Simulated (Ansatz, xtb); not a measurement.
**A geometry optimisation of CHF2OSi with r2SCAN-D4/def2-SVP**

The starting geometry of this gas-phase doublet was built from a drawn formula by distance geometry and a force field; its bonds are those of `[CH+]=[Si-]([O])(F)F`.

```xyz
6

C    -3.1269    0.0762   -0.9865
F    -1.0127    0.1971    0.7788
F    -1.8416    2.4781   -0.4903
O    -3.4320    1.3231    1.4803
Si   -2.3123    0.9871    0.2068
H    -3.5832   -0.5360   -1.7338
```

Problem. Predict what becomes of its bonds when it is optimised with r2SCAN-D4/def2-SVP.

Solution. It rearranges to `F[Si]1(F)[CH]O1`. Contacts that close: C1–O4 (2.78 → 1.45 Å).

The energy falls by 2.29 eV over 17 steps:

```tsv
step	E − E(last) (eV)
1	2.288
3	1.703
5	1.297
6	1.011
8	0.207
10	0.002
12	0.002
13	0.001
15	0.000
17	0.000
```

Final geometry (Å):

```tsv
atom	x (Å)	y (Å)	z (Å)
C	-3.3053	0.2366	-0.7843
F	-0.8440	0.4245	0.9047
F	-1.5901	2.5772	-0.2088
O	-3.6094	0.7496	0.5412
Si	-2.0322	1.0649	0.0502
H	-3.9279	-0.5271	-1.2478
```

From the same start GFN2-xTB reaches the same bonding as this run.

The end wasn't checked by frequencies. Open shells are spin-unrestricted. Run with Ansatz 0.2.0, 4.1 min on 1 thread of Arm Neoverse V1 (shared host).
